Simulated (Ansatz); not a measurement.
Ansatz results at the PBE0-D4/def2-TZVP geometry: HOMO energy (PBE/def2-TZVPP) -8.66 eV; HOMO energy (B3LYP/def2-TZVPP) -10.02 eV; size of the dipole moment (PBE/def2-TZVPP) 2.06 D.

Task: Which molecule gave them?
A. `[CH3][Al]=[O]`
B. `[O]=[Ru](=[O])(=[O])=[O]`
C. `[O]=[Al][OH]`
D. `O=BF`

Result: D. The others give `[O]=[Ru](=[O])(=[O])=[O]`: -8.89, -10.25, 0.00; `[CH3][Al]=[O]`: -5.93, -7.01, 5.39; `[O]=[Al][OH]`: -6.15, -7.30, 4.90.

B3LYP here is the variant with VWN-RPA as its local correlation; programs differ in this.
